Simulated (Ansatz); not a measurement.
`CO[SiH](Cl)I`. Charge 0, multiplicity 1. I takes the def2 core potential. All single points use the PBE0-D4/def2-TZVP geometry. It is one conformer, not always the lowest.

```xyz
9

C     0.531    1.244    0.526
O     0.735   -0.095    0.112
Si   -0.443   -1.107   -0.349
Cl   -1.524   -0.292   -1.886
I     0.627   -3.153   -1.056
H     0.114    1.845   -0.286
H    -0.141    1.295    1.389
H     1.500    1.653    0.810
H    -1.399   -1.391    0.740
```

What is the dipole moment at ωB97M-V/def2-TZVPP? (Estimate.)

The calculation gave: 2.04 D, with components (-0.14, 1.55, 1.32) D in this frame, pointing from negative to positive charge.

And with PBE, r2SCAN, B3LYP? (An estimate is asked.)

Ansatz gave: PBE 1.87 D, r2SCAN 1.97 D, B3LYP 1.98 D.

Give the Mulliken charges with ωB97M-V, B3LYP, r2SCAN in def2-TZVPP. (An estimate is asked.)

Ansatz gave: 
```csv
atom,ωB97M-V,B3LYP,r2SCAN
C1,-0.19,-0.13,-0.01
O2,-0.34,-0.34,-0.36
Si3,0.45,0.56,0.58
Cl4,-0.19,-0.23,-0.23
I5,-0.10,-0.12,-0.13
H6,0.12,0.11,0.07
H7,0.12,0.10,0.06
H8,0.13,0.12,0.07
H9,-0.02,-0.06,-0.07
```

B3LYP here is the variant with VWN-RPA as its local correlation; programs differ in this.
